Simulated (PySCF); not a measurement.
# From computed data to an observable: oscillator strength and radiative lifetime

Si(Cl)2(I)(OH) (Cl2HIOSi), SMILES O[Si](Cl)(Cl)I.

Coordinates come from a B3LYP-D3(BJ)/def2-SVP optimisation. This is a generated structure with no PubChem entry under its InChIKey; it may be hypothetical. The def2 effective core potentials stand for the cores of I; spin–orbit coupling is left out. One conformer was computed; it need not be the lowest.

TDDFT-CAM-B3LYP/def2-SVPD run with PySCF 2.14.0 puts the first singlet state with f over 0.02 at 7.29 eV (vertical), with the transition dipole (-0.501, -0.225, 0.000) in atomic units.

Question: Find the oscillator strength, the wavelength and the radiative lifetime that this transition would have in vacuum if emission retraced absorption.

Answer: 
|μ|² = 0.3016 au, so |μ| = 1.40 D. ΔE = 7.29/27.211 = 0.2679 hartree. f = (2/3) ΔE |μ|² = 0.054 (the program prints 0.054).
λ = 1239.84/7.29 = 170 nm; ν = 58798 cm⁻¹.
Einstein's coefficient A = 0.6670 ν² f s⁻¹ (ν in cm⁻¹) = 1.2e8 s⁻¹, so τ = 1/A = 8.1 ns. This state is S5; the lower singlets have f = 0.007, 0.008, 0.008, 0.011. The figure is the radiative limit of this one transition; relaxation, internal conversion, crossing to triplets and a medium change what is measured.
